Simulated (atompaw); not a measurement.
**Reading a pseudo-wave (Si)**

Columns: radius, all-electron u(r) and pseudo u(r) of the 3p shell (level -11.67 eV) of silicon in the configuration [Ne] 3s2 3p1; PBE, non-relativistic, PAW (atompaw) scheme, atompaw 4.2.0.5.

| r (bohr) | all-electron | pseudo |
| --- | --- | --- |
| 0.069 | 0.0672 | -0.0025 |
| 0.138 | 0.1718 | -0.0099 |
| 0.208 | 0.2512 | -0.0223 |
| 0.277 | 0.2899 | -0.0391 |
| 0.346 | 0.2924 | -0.0601 |
| 0.415 | 0.2666 | -0.0849 |
| 0.485 | 0.2199 | -0.1134 |
| 0.554 | 0.1605 | -0.1444 |
| 0.623 | 0.0935 | -0.1777 |
| 0.692 | 0.0226 | -0.2127 |
| 0.762 | -0.0500 | -0.2494 |
| 0.831 | -0.1204 | -0.2863 |
| 0.900 | -0.1879 | -0.3233 |
| 0.969 | -0.2517 | -0.3600 |
| 1.038 | -0.3112 | -0.3959 |
| 1.108 | -0.3667 | -0.4312 |
| 1.177 | -0.4165 | -0.4646 |
| 1.246 | -0.4616 | -0.4962 |
| 1.315 | -0.5020 | -0.5258 |
| 1.385 | -0.5383 | -0.5537 |
| 1.454 | -0.5696 | -0.5788 |
| 1.523 | -0.5966 | -0.6014 |
| 1.592 | -0.6193 | -0.6214 |
| 1.662 | -0.6382 | -0.6389 |
| 1.731 | -0.6530 | -0.6531 |
| 1.800 | -0.6642 | -0.6642 |

Question: How many radial nodes do the two functions have?

Answer: The all-electron 3p function has n − l − 1 = 1; the pseudo-wave has 0, since the states of the same l below it are removed with the core.

Question: Is the pseudo-wave norm-conserving?

Answer: No, it belongs to a PAW set: the norm inside the radius is not constrained, and the difference is carried by the augmentation charge.
